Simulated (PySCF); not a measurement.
Excitation energy of Be by level of theory

Be [He] 2s2 (1S) → Be [He] 2p2 (3P), as a difference of total energies. Calculation: PySCF 2.14, in aug-cc-pCVQZ; no relativity, point nucleus. Correlated levels: valence: 1s2 frozen; valence and next inner shell: nothing frozen. The calculations carry no spin-orbit coupling.

Problem. Order these methods by the excitation energy they give, lowest first.
A. PBE0
B. UHF
C. LDA
D. SCS-MP2 (valence and next inner shell)

Solution. C (5.957 eV), A (6.216 eV), B (6.440 eV), D (7.352 eV).

Errors of the correlated levels include the incompleteness of this basis and the frozen core.

For comparison: 7.401 eV (measured; NIST levels, between the centres of gravity of the two terms).
